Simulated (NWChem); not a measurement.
System: Si2H5O2Cl; SMILES O[SiH](O)[SiH2]Cl

Here is an NWChem input.

```
start job
memory heap 200 mb stack 900 mb global 1100 mb
geometry units angstroms noautosym nocenter noautoz
  O      1.413960     1.446168     0.578570
  Si    -0.215842     1.410985     0.260037
  O     -0.611226     1.819966    -1.302271
  Si    -0.857017    -0.836162     0.465390
  Cl     0.880445    -1.849656    -0.136144
  H      1.894749     0.666775     0.271868
  H     -0.826671     2.361313     1.230100
  H     -0.415524     2.719861    -1.583659
  H     -1.980332    -1.283193    -0.406318
  H     -1.142116    -1.245246     1.872579
end
basis spherical
  * library 6-31g*
end
dft
  xc pbe0
  iterations 150
end
cosmo
  do_cosmo_smd true
  solvent octanol
end
task dft energy
```

All runs use the structure optimised with PBE0/def2-SVP. Solvent: 1-octanol.

Level: PBE0/6-31G* with SMD (1 M gas to 1 M solution), gas-phase geometry. Reactions with the solvent are ignored.

Task: Give the results of this calculation. (PBE0/6-31G* (spherical d), SMD on the gas-phase geometry.) Quantities: solvation free energy (kcal/mol); cavity-dispersion-structure term (kcal/mol); dipole in solution (D).

Result: 
| Quantity | Value |
|---|---|
| solvation free energy (kcal/mol) | -8.3 |
| cavity-dispersion-structure term (kcal/mol) | 0.3 |
| dipole in solution (D) | 2.20 |
